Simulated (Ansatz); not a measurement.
Consider the cleavage of the Si–Ge bond: `O[SiH](O)[GeH3]` + `O[SiH](O)S` → `O[SiH](O)S[SiH](O)O` + GeH₄.

Gas-phase electronic energies from Ansatz, PBE0-D4/def2-TZVP geometries. CCSD(T)/CBS adds triple-zeta CCSD(T) − MP2 to the extrapolated MP2 energy (def2 sets, frozen cores). Functionals use def2-TZVPP. For Ge outer-core shells are correlated without core-valence functions, which leaves a few kJ/mol of doubt a bond. Scalar relativity is left out up to krypton. One conformer a species, not always the lowest.

| level | ΔE (kJ/mol) |
| --- | --- |
| PBE0 | -78.0 |
| SCS-MP2/def2-QZVPP | -87.9 |

**Question.** What does CCSD(T)/CBS give? (An estimate is asked.)

**Answer.** Computed: -84.6 kJ/mol. The listed levels differ from it by 6.6, -3.3 kJ/mol.

Largest T1 diagnostic among the species: 0.012.

The D4 term adds −11.1 kJ/mol with B3LYP and −6.1 kJ/mol with PBE0; it sums over pairs of atoms, weighted by their polarisabilities, and B3LYP, whose exchange is more repulsive, gets the larger term. From PBE to PBE0 (25 % exact exchange), in def2-TZVPP and without D4, ΔE moves by −5.3 kJ/mol.

B3LYP here is the variant with VWN-RPA as its local correlation; programs differ in this.
